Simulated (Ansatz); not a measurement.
CH3NO, SMILES `N[C]O` (lower singlet; N–C–O–H torsion 180°) (charge 0, multiplicity 1). This singlet lies 2.56 eV below the relaxed triplet at the level frozen-core CCSD(T)/cc-pVTZ // PBE0-D3(BJ)/def2-TZVP (Ansatz, an electronic-structure program).

Cartesian coordinates (Å):
```xyz
6

N     -0.8730    -0.0969     0.2962
C      0.3809    -0.2843     0.6603
O      1.1620     0.2920    -0.2652
H     -1.6042    -0.4641     0.8762
H     -1.1354     0.4043    -0.5483
H      2.0698     0.1490     0.0107
```
Charge 0, multiplicity 1.

Frozen-core energies in cc-pVDZ from Ansatz at a geometry from PBE0-D3(BJ)/def2-TZVP; the HF reference has <S^2> = 0.00 and the T1 diagnostic is 0.016.

| level | energy (Ha) |
|---|---|
| HF | -168.89439 |
| MP2 | -169.36605 |
| CCSD | -169.39124 |
| CCSD(T) | -169.40532 |

Estimate the energies of CCSDT and CCSDT(Q), and give each level's difference from CCSDT(Q).


| level | energy (Ha) | difference from CCSDT(Q) (mHa) |
|---|---|---|
| MP2 | -169.36605 | 41.26 |
| CCSD | -169.39124 | 16.07 |
| CCSD(T) | -169.40532 | 1.99 |
| CCSDT | -169.40598 | 1.33 |
| CCSDT(Q) | -169.40732 | 0.00 |
